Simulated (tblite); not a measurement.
Level: GFN2-xTB in tblite, geometry and Hessian alike; calculated harmonic values, unscaled, isolated species. Against measured fundamentals such values can be off by several per cent, at times by over 20. Modes of hydrogen on phosphorus and silicon can be 10 to 20 % off. One conformer each. Thermal functions are those of the rigid rotor and harmonic oscillator, without mixing of conformers.

Question: Order these by their heat capacity Cp at 298.15 K, highest first (J/(mol K)).
A. `C=Cc1ccc(C)[pH]1`
B. `C/C=C/p1cccc1`
C. `C=C(C)P`
D. `C(F)(CPCC#N)(F)F`
E. `FC(F)(F)P1CCC[C@@H]1[SiH3]`
F. `C[C@@]1(C(=O)Cl)CC[C@@H]([SiH3])C1`

Answer: F (195.4), E (193.5), D (152.4), A (146.1), B (143.8), C (92.5).

```tsv
SMILES	atoms	mass (u)	symmetry number	modes under 300 cm⁻¹	ZPE (kJ/mol)	S translation (J/(mol K))	S rotation	S vibration	S	Cp
C[C@@]1(C(=O)Cl)CC[C@@H]([SiH3])C1	23	176.04	1	9	473.5	173.3	128.9	159.3	461.5	195.4
FC(F)(F)P1CCC[C@@H]1[SiH3]	20	186.02	1	9	365.0	174.0	127.1	142.6	443.8	193.5
N#CCPCC(F)(F)F	14	155.01	1	6	223.7	171.8	125.1	129.0	425.9	152.4
C=Cc1ccc(C)[pH]1	17	124.04	1	6	345.8	169.0	119.8	98.2	386.9	146.1
C/C=C/p1cccc1	17	124.04	1	6	350.6	169.0	120.7	103.3	392.9	143.8
C=C(C)P	11	74.03	1	3	225.6	162.5	106.0	48.2	316.7	92.5
```

Entropies and Cp are for 298.15 K and 1 bar.
